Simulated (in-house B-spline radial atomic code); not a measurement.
Settings and results of a run for Se V (Se4+) (an excited or competing configuration). Computed with a radial B-spline atomic code at the basis-set limit: Dirac-Hartree-Fock, average of the jj configuration, Fermi nucleus of rms radius 4.14 fm.

In the input, a minus or plus after the letter marks the j = l - 1/2 or j = l + 1/2 subshell.

Command:
```bash
python run_scf.py task.json out
```
Settings (nuclear radius in fm, mass in u):
```
Z                34
configuration    1s2 2s2 2p6 3s2 3p6 3d10 4s1 6g-1
hamiltonian      dirac
method           hf
spin_polarised   False
nucleus          fermi
rms_radius       4.14
atomic_mass      79.91652
speed_of_light   137.035999084
```

Output (hartree, bohr):
```
 radial grid: 74 intervals, B-splines of order 8, outer radius 40.8511 bohr

 iter        energy (Eh)    residual
    1      -2418.0701697    4.69e-01
    2      -2421.1765724    3.48e-01
    3      -2422.7195346    7.60e-02
    4      -2422.7932973    1.75e-02
    5      -2422.7957009    8.32e-03
    6      -2422.7967779    3.73e-04
    7      -2422.7967800    1.12e-04
    8      -2422.7967801    6.57e-06
    9      -2422.7967801    2.04e-07

 total energy                    -2422.796780
 kinetic                           2481.96768
 electron-nucleus                 -5782.99990
 electron-electron                  878.23544

 first-order corrections (not in the total)
   Gaunt                            1.29092
   retardation                     -0.12193
   frequency dependence            -0.00532
   self-energy                      0.86590
   Uehling                         -0.08599
   Wichmann-Kroll                   0.00087
   recoil                           0.01217

 orbital      occ     eigenvalue          <r>       <r^2>       <1/r>     <1/r^3>     <1/r^2>       r_max    small
 1s1/2      2.000     -470.83039    0.0440618  0.00261414     34.5662           -     2479.24      0.0288  1.52e-02
 2s1/2      2.000      -64.78379     0.195002   0.0449121     7.71504           -     257.121      0.1642  3.00e-03
 2p1/2      2.000      -58.13268     0.168497   0.0348575     7.64586           -     82.9874      0.1297  2.97e-03
 2p3/2      4.000      -56.58227     0.172232   0.0362934     7.41304     1174.31     75.0639      0.1328  2.90e-03
 3s1/2      2.000      -11.59510     0.570789    0.374413     2.50298           -     41.2545      0.5015  7.06e-04
 3p1/2      2.000       -9.25446     0.579888    0.393347     2.37871           -     12.9546      0.4955  6.53e-04
 3p3/2      4.000       -9.02520     0.589484    0.406255     2.32601     165.968     11.7699      0.5037  6.38e-04
 3d3/2      4.000       -4.99729     0.612842    0.461669      2.0623      20.566     5.56099      0.4534  5.21e-04
 3d5/2      6.000       -4.96147     0.616776    0.467488     2.04787     19.9414     5.47356      0.4562  5.16e-04
 4s1/2      1.000       -2.83300      1.56631     2.75146    0.839068           -     5.61418       1.411  1.26e-04
 6g7/2      1.000       -0.34764       8.7799     86.7738    0.139431  0.00657077   0.0259997       9.334  9.32e-06
```

Run time, properties included: 1.6 s on 1 thread of Arm Neoverse N1 (shared host).

For the Dirac Hamiltonian the kinetic term is c α·p + (β - 1)c².
